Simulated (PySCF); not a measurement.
Ligands exchanged one at a time, Si F-SH. Isolated molecules, 0 K electronic values unless said otherwise. One relaxed conformer stands for each flexible species; it need not be the lowest. Strings in code marks are SMILES.

The S1–T1 gap (TDA) from two functionals at the same geometries (PBE0-D3(BJ)/def2-TZVP), both in PySCF: PBE-D3(BJ)/def2-TZVP and TPSSh-D3(BJ)/def2-TZVP. Excitations are Tamm–Dancoff values on a coarser integration grid. The basis has no diffuse functions, so Rydberg states are missing or too high.

| species | TPSSh-D3(BJ)/def2-TZVP (eV) |
|---|---|
| 1 of 4 F replaced by SH | 0.61 |
| 2 of 4 F replaced by SH (`F[Si](F)(S)S` (S–Si–S–H torsion 49°, S–Si–S–H torsion 49°)) | 0.52 |
| 3 of 4 F replaced by SH | 0.48 |
| 4 of 4 F replaced by SH (`S[Si](S)(S)S`) | 0.41 |

Task: What does PBE-D3(BJ)/def2-TZVP give for each?

Result: 
- 1 of 4 F replaced by SH: 0.57
- 2 of 4 F replaced by SH (`F[Si](F)(S)S` (S–Si–S–H torsion 49°, S–Si–S–H torsion 49°)): 0.39
- 3 of 4 F replaced by SH: 0.36
- 4 of 4 F replaced by SH (`S[Si](S)(S)S`): 0.27
Over these rows, drawn at random from the members with no instability flagged (it was tested for open shells, ions and some series alone), PBE minus TPSSh-D3(BJ): mean -0.11 eV, from -0.14 eV to -0.04 eV.
